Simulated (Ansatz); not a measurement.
`[Cl][Ge]([Cl])([Br])[Br]`, charge 0, multiplicity 1.

Problem. Give a relaxed structure at PBE0-D4/def2-TZVP (the Gaussian-basis code of Ansatz). (Best estimate.)

Solution. Ansatz gave: 
```xyz
5

Cl    2.057    0.538    0.204
Ge    0.018   -0.007   -0.014
Cl   -0.164   -1.289   -1.695
Br   -0.677   -1.102    1.853
Br   -1.234    1.861   -0.347
```
Point group C2v.
